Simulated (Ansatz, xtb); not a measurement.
## C3H8BNO2: 3 structures ranked

3 gas-phase structures of C3H8BNO2, from a drawn sample of its isomers (lower ones may exist). Each was relaxed with GFN2-xTB; where two conformers were screened, the lower at r2SCAN-D4/def2-SVP is listed:

A. `NB1OCCCO1`, a singlet
B. `CNB1OCCO1`, a singlet
C. `COB(C)NC=O`, a singlet

Question: Estimate their order in r2SCAN-D4/def2-SVP energy at these geometries, lowest first.

Answer: Calculated order at r2SCAN-D4/def2-SVP: A (0.0), B (11.9), C (24.8) kcal/mol.

Energies above the lowest of each column, in kcal/mol; the last columns are at B3LYP-D3(BJ)/def2-SVP geometries:

```tsv
structure	GFN2-xTB	HF/STO-3G	r2SCAN-D4/def2-SVP	B3LYP-D3(BJ)/def2-SVP	CCSD(T)/def2-SVP + ΔMP2/def2-TZVPP
A	0.0	0.0	0.0	0.0	0.0
B	4.1	1.4	11.9	10.9	11.3
C	30.8	56.0	24.8	22.9	26.3
```

Every level run on A puts it lowest or level with the lowest. Flexible structures stand in one conformer each, not always the lowest. ΔMP2 is the change of the MP2 energy from the smaller to the larger basis.

Programs: Ansatz 0.2.0, xtb 6.7.1.
